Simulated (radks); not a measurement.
Values are calculated unless marked as measured or tabulated.
Q: Ionisation of Tc, [Kr] 4d5 5s2, to Tc+, [Kr] 4d5 5s1, under several functionals. Dirac Kohn-Sham, spin-unpolarised, spherical densities, finite nucleus; open shells fill j = l - 1/2 first; a radial shooting solver on a logarithmic mesh with Libxc functionals. Known Delta-SCF values: exchange-only LDA 7.416 eV; XLYP 8.125 eV; LDA (Slater exchange, Perdew-Wang correlation) 8.405 eV. What does Wu-Cohen GGA give, and what is its highest occupied eigenvalue?

A: 8.188 eV by Delta-SCF; the 5s1/2 eigenvalue is -5.076 eV. NIST: 7.119 eV (measured).

Beside tabulated values, note that spin-unpolarised runs miss the spin-polarisation part of the exchange energy of open shells.
